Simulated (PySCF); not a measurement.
An unknown gives this computed stick spectrum. Computed with TDDFT wB97X-D/def2-SVPD, vertical, gas phase, core orbitals frozen in the response in PySCF. Geometries: GFN2-xTB, one conformer each.

```tsv
state	E (eV)	λ (nm)	f
S1	5.16	240.2	0.200
S2	5.70	217.7	0.022
S3	5.85	212.1	0.061
S4	6.28	197.3	0.0004
S5	6.34	195.7	0.0022
S6	6.55	189.3	0.030
S7	6.67	186.0	0.053
S8	6.96	178.2	0.052
```

Triplets computed (Tamm–Dancoff): 3.64, 4.63, 5.14 eV.

Question: Which candidate is it?
A. `CCPc1cccs1`
B. `CC(=S)c1cccs1`
C. `CC1=CC(C)=PC=P1`
D. `CC(C)c1cccs1`
E. `C=CC1=CP(P)C=C1`

Answer: A. Its S1 lies at 5.16 eV; the nearest of the others has S1 at 5.67 eV. S1 is HOMO→LUMO (95%). Löwdin shares by element: HOMO carbon 43% or more, phosphorus 29% (atoms not listed hold the other 28%); LUMO carbon 52% or more, sulfur 20% (atoms not listed hold the other 28%). At the same level the other candidates give, for their lowest levels:
- `C=Cc1ccp(P)c1`: 4.27 eV (f 0.192); 4.52 eV (f 0.020); 5.55 eV (f 0.095); 5.74 eV (f 0.158); 6.07 eV (f 0.072); T1 2.85 eV; HOMO -8.16, LUMO 0.03 eV
- `Cc1cc(C)pcp1`: 4.13 eV (f 0.027); 4.47 eV (f 0.000); 4.49 eV (f 0.019); 4.56 eV (f 0.111); 5.23 eV (f 0.000); T1 2.87 eV; HOMO -8.46, LUMO -0.16 eV
- `CC(C)c1cccs1`: 5.67 eV (f 0.126); 5.98 eV (f 0.084); 6.20 eV (f 0.001); 6.48 eV (f 0.001); 6.74 eV (f 0.000); T1 3.80 eV; HOMO -8.34, LUMO 1.45 eV
- `CC(=S)c1cccs1`: 2.22 eV (f 0.000); 3.88 eV (f 0.354); 4.63 eV (f 0.036); 5.89 eV (f 0.004); 5.90 eV (f 0.060); T1 1.86 eV; HOMO -8.17, LUMO -1.08 eV

The values belong to the conformer `[CH3:1][CH2:2][PH:3][c:4]1[cH:5][cH:6][cH:7][s:8]1`: C1–C2–P3–C4 -48°, C2–P3–C4–C5 -81°.
